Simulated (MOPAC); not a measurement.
MOPAC input (PM6):

```
PM6 PRECISE GNORM=0.05 LET XYZ GEO-OK AUX(PRECISION=9) THREADS=1
CH3Li

Li   -1.10544332 1   -0.64455546 1   -0.93118323 1
C     0.27006175 1    0.15746604 1    0.22748971 1
H     0.85191820 1   -0.59472364 1    0.77579538 1
H    -0.15466566 1    0.82698661 1    0.98665647 1
H     0.99870689 1    0.75660719 1   -0.33384040 1
```

Output:

```
 *******************************************************************************
 **                                                                           **
 **                              MOPAC v23.2.5                                **
 **                                                                           **
 *******************************************************************************
 ** MOPAC's Digital Object Identifier: https://doi.org/10.5281/zenodo.6511958 **
 **                                                                           **
 ** Please cite the open-source release paper for use of this MOPAC version:  **
 ** J. E. Moussa and J. J. P. Stewart (2026)                                  **
 ** MOPAC: An open-source semiempirical molecular orbital program             **
 ** J. Open Source Softw., 11(119), 8025, https://doi.org/10.21105/joss.08025 **
 *******************************************************************************

                              PM6 CALCULATION RESULTS

 *******************************************************************************
 *  PM6        - The PM6 Hamiltonian to be used
 *  GEO-OK     - OVERRIDE INTERATOMIC DISTANCE AND OTHER SAFETY CHECKS
 *  LET        - OVERRIDE SOME SAFETY CHECKS
 *  PRECISE    - TIGHTER CRITERIA TO BE USED
 *  XYZ        - CARTESIAN COORDINATE SYSTEM TO BE USED
 *  GNORM      - EXIT WHEN GRADIENT NORM DROPS BELOW 0.050
 *  AUX        - OUTPUT AUXILIARY INFORMATION
 *******************************************************************************
PM6 PRECISE GNORM=0.05 LET XYZ GEO-OK AUX(PRECISION=9) THREADS=1
 CH3Li

   ATOM   CHEMICAL          X               Y               Z
  NUMBER   SYMBOL      (ANGSTROMS)     (ANGSTROMS)     (ANGSTROMS)

     1      Li         -1.10544332  *  -0.64455546  *  -0.93118323  *
     2       C          0.27006175  *   0.15746604  *   0.22748971  *
     3       H          0.85191820  *  -0.59472364  *   0.77579538  *
     4       H         -0.15466566  *   0.82698661  *   0.98665647  *
     5       H          0.99870689  *   0.75660719  *  -0.33384040  *

          CARTESIAN COORDINATES

    NO.       ATOM           X           Y           Z

     1        Li         -1.1054     -0.6446     -0.9312
     2         C          0.2701      0.1575      0.2275
     3         H          0.8519     -0.5947      0.7758
     4         H         -0.1547      0.8270      0.9867
     5         H          0.9987      0.7566     -0.3338

 General Reference for PM6:
 "Optimization of Parameters for Semiempirical Methods V: Modification of NDDO Approximations
 and Application to 70 Elements", J. J. P. Stewart, J. Mol. Mod., 13, 1173-1213 (2007)
 URL: https://link.springer.com/article/10.1007/s00894-007-0233-4

           Empirical Formula: C H3 Li  =     5 atoms

      MOLECULAR POINT GROUP   :   C3v

      RHF CALCULATION, NO. OF DOUBLY OCCUPIED LEVELS = 4

          Geometry optimization using EF

          DIAGONAL MATRIX USED AS START HESSIAN

 CYCLE:     1  GRAD.:    58.237 HEAT:  22.76340
 CYCLE:     2  GRAD.:   112.170 HEAT:  28.35012
 CYCLE:     3  GRAD.:    21.733 HEAT:  21.18074
 CYCLE:     4  GRAD.:    48.397 HEAT:  22.20512
 CYCLE:     5  GRAD.:     3.747 HEAT:  20.72984
 CYCLE:     6  GRAD.:     0.659 HEAT:  20.71908
 CYCLE:     7  GRAD.:     0.349 HEAT:  20.71879
 CYCLE:     8  GRAD.:     0.004 HEAT:  20.71868

     GRADIENT =  0.00437 IS LESS THAN CUTOFF =  0.05000

 -------------------------------------------------------------------------------
 PM6 PRECISE GNORM=0.05 LET XYZ GEO-OK AUX(PRECISION=9) THREADS=1
 CH3Li

     GEOMETRY OPTIMISED USING EIGENVECTOR FOLLOWING (EF).
     SCF FIELD WAS ACHIEVED

                              PM6 CALCULATION
                                                       MOPAC v23.2.5 Linux

          FINAL HEAT OF FORMATION =         20.71868 KCAL/MOL =      86.68696 KJ/MOL

          COSMO AREA              =         82.09 SQUARE ANGSTROMS
          COSMO VOLUME            =         64.95 CUBIC ANGSTROMS

          GRADIENT NORM           =          0.00437          =       0.00195 PER ATOM
          IONIZATION POTENTIAL    =          7.474485 EV
          HOMO LUMO ENERGIES (EV) =         -7.474  3.905
          NO. OF FILLED LEVELS    =          4
          MOLECULAR WEIGHT        =         21.9747         POINT GROUP:  C3v

          MOLECULAR DIMENSIONS (Angstroms)

            Atom       Atom       Distance
            H     4   Li     1     2.53937
            H     3    H     5     1.75381
            H     4    H     3     1.39288

          SCF CALCULATIONS        =          9

   ATOM   CHEMICAL          X               Y               Z
  NUMBER   SYMBOL      (ANGSTROMS)     (ANGSTROMS)     (ANGSTROMS)

     1      Li         -1.10007678  *  -0.64142625  *  -0.92666252  *
     2       C          0.29965171  *   0.17471818  *   0.25241390  *
     3       H          0.81303233  *  -0.61685086  *   0.74301085  *
     4       H         -0.19304944  *   0.80414980  *   0.95376786  *
     5       H          0.95974759  *   0.73380429  *  -0.36607010  *

                             CARTESIAN COORDINATES

   1   Li       -1.100076776    -0.641426253    -0.926662516
   2    C        0.299651708     0.174718176     0.252413898
   3    H        0.813032329    -0.616850858     0.743010845
   4    H       -0.193049440     0.804149795     0.953767863
   5    H        0.959747594     0.733804294    -0.366070098

           Empirical Formula: C H3 Li  =     5 atoms

      MOLECULAR POINT GROUP   :   C3v

                  EIGENVALUES
 -20.86540 -11.38957 -11.38955  -7.47449   3.90502   7.37859   7.37859   7.81499
   8.64792   8.64795  10.13700

              NET ATOMIC CHARGES AND DIPOLE CONTRIBUTIONS

  ATOM NO.   TYPE          CHARGE      No. of ELECS.   s-Pop       p-Pop
    1         Li           0.741695        0.2583     0.24356     0.01474
    2          C          -1.172881        5.1729     1.13780     4.03508
    3          H           0.143729        0.8563     0.85627
    4          H           0.143729        0.8563     0.85627
    5          H           0.143729        0.8563     0.85627
 DIPOLE           X         Y         Z       TOTAL
 POINT-CHG.    -4.517    -2.633    -3.805     6.466
 HYBRID         0.549     0.320     0.462     0.786
 SUM           -3.968    -2.314    -3.342     5.680

          ATOMIC ORBITAL ELECTRON POPULATIONS

     Atom    s        px        py        pz
    1 Li   0.24356   0.00707   0.00258   0.00509
    2  C   1.13780   1.41864   1.26528   1.35116
    3  H   0.85627
    4  H   0.85627
    5  H   0.85627

 **********************
 *                    *
 * JOB ENDED NORMALLY *
 *                    *
 **********************

 == MOPAC DONE ==
```

The geometry given is a B3LYP-D3(BJ)/def2-TZVP minimum.
